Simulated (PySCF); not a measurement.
**Excitation energy of Kr+ by level of theory**

Kr+ [Ar] 3d10 4s2 4p5 (2P) → Kr+ [Ar] 3d10 4s2 4p4 5s1 (4P), as a difference of total energies. Computed with PySCF 2.14 in dyall-av3z, with no relativity, point nucleus. Correlated levels: valence: [Ar] 3d10 frozen; virtual orbitals above 40 to 60 times the deepest correlated orbital energy dropped. The calculations carry no spin-orbit coupling.

```
           method  excitation energy (eV)  difference from reference (eV)
              UHF                  13.530                          -0.429
    MP2 (valence)                  13.932                          -0.027
SCS-MP2 (valence)                  14.062                          +0.103
   CCSD (valence)                  13.927                          -0.032
CCSD(T) (valence)                  13.923                          -0.036
```

Reference: 13.959 eV (measured; NIST levels, between the centres of gravity of the two terms).

These non-relativistic numbers lack the scalar-relativistic shift.
